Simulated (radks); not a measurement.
Results of a calculation; reference values are marked as such.
Q: The table gives one normalised radial function P(r) = r R(r) (large component) of Pm in [Xe] 4f3 6s1.5 6p2.5 (r in bohr). Code: a radial shooting solver on a logarithmic mesh with Libxc functionals. Model: Dirac Kohn-Sham, LDA (Slater exchange, Perdew-Wang correlation), spin-unpolarised, spherical densities, point nucleus; open shells are shared between the two j in proportion to 2j + 1.

r            P
0.0009565   0.0008
0.001533    0.0014
0.002439    0.0026
0.003879    0.0048
0.006219    0.0093
0.00989     0.0178
0.01573     0.0327
0.02522     0.0552
0.04011     0.0752
0.06379     0.0638
0.1023     -0.0146
0.1626     -0.1064
0.2587     -0.0402
0.4147      0.1498
0.6595      0.0440
1.049      -0.2494
1.682      -0.0853
2.675       0.4034
4.254       0.5294
6.819       0.2432
10.85       0.0383

Which n and l does it have? It may be an empty orbital.

A: n = 6, l = 1: the number of nodes gives n - l - 1 = 4, the rise at small r points to l (for j = l - 1/2 the large component starts as r^gamma with gamma = sqrt(l^2 - (Z/c)^2) = 0.90 and the r^(l+1) term takes over further out; the orbital of l - 1 with the same j starts with the same power, but with a larger coefficient, and does not steepen), and the extent must fit the shell. The curve is that of 6p1/2; the two j differ most near the nucleus, where j = l - 1/2 has the larger amplitude, and in heavy atoms j = l - 1/2 is also the more compact. 6p1/2: eigenvalue -3.599 eV, 4 radial nodes at r = 0.0958, 0.285, 0.703, 1.83 bohr, <r> = 4.34 bohr, 90 % of the charge inside 6.37 bohr.
